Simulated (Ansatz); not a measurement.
Geometry optimisation, Ansatz, RKS CAM-B3LYP-D4/def2-SVP.

Input file:

```yaml
crystal:
  periodic: [false, false, false]
  atoms:
    - { symbol: "N", position_ang: [-1.5612, -0.0189, -1.0744] }
    - { symbol: Si, position_ang: [0.0942, -0.0824, -1.071] }
    - { symbol: Si, position_ang: [1.0602, 0.2727, 1.029] }
    - { symbol: O, position_ang: [0.3026, -0.5127, 2.2196] }
    - { symbol: F, position_ang: [1.0473, 1.8185, 1.4178] }
    - { symbol: H, position_ang: [-2.0012, -0.7518, -0.5843] }
    - { symbol: H, position_ang: [-1.908, -0.0661, -2.042] }
    - { symbol: H, position_ang: [0.4148, -1.4352, -1.5607] }
    - { symbol: H, position_ang: [0.5912, 0.899, -2.0438] }
    - { symbol: H, position_ang: [2.5029, -0.1984, 1.0798] }
    - { symbol: H, position_ang: [-0.4773, 0.0183, 2.6508] }
basis:
  gaussian: { orbitals: def2-SVP }
hamiltonian:
  xc: cam_b3lyp
  dispersion: d4
relax:
  f_tol: 0.015
  max_steps: 40
```

Launched with:

```bash
$ ansatz run input.yaml --threads 2 --pin off --max-ram 3072MiB --backend cpu --events-out ev --progress --plain --runs-dir out
```

Question: Where does it end, and by what steps?

Answer: It converged. After 20 steps the energy has fallen by 0.640 eV; H11 moved furthest, 1.31 Å.

| step | energy less start (eV) | largest force component (eV/Å) | accepted |
| --- | --- | --- | --- |
| 0 | 0.0000 | 3.148 | yes |
| 1 | -0.4230 | 1.378 | yes |
| 2 | -0.4866 | 0.427 | yes |
| 3 | -0.5166 | 0.301 | yes |
| 4 | -0.5263 | 0.155 | yes |
| 5 | -0.5369 | 0.477 | yes |
| 6 | -0.5462 | 0.485 | yes |
| 7 | -0.5524 | 0.386 | yes |
| 8 | -0.5697 | 0.320 | yes |
| 9 | -0.5774 | 0.680 | yes |
| 10 | -0.5530 | 1.607 | no |
| 11 | -0.5941 | 0.237 | yes |
| 12 | -0.6067 | 0.247 | yes |
| 13 | -0.6158 | 0.378 | yes |
| 14 | -0.6259 | 0.286 | yes |
| 15 | -0.6348 | 0.222 | yes |
| 16 | -0.6384 | 0.177 | yes |
| 17 | -0.6396 | 0.081 | yes |
| 18 | -0.6400 | 0.051 | yes |
| 19 | -0.6403 | 0.016 | yes |
| 20 | -0.6403 | 0.011 | yes |

```xyz
11
Properties=species:S:1:pos:R:3
N -1.438 -0.361 -0.650
Si 0.229 -0.030 -1.104
Si 1.163 0.223 1.034
O -0.180 0.101 1.987
F 1.832 1.699 1.158
H -1.642 -1.279 -0.261
H -2.173 -0.107 -1.305
H 0.870 -1.067 -1.970
H 0.210 1.252 -1.859
H 2.187 -0.729 1.520
H -0.992 0.240 1.471
```

Run time: 50 s on 2 threads of Intel(R) Xeon(R) Platinum 8488C (Sapphire Rapids) (shared host), peak memory 0.31 GiB.
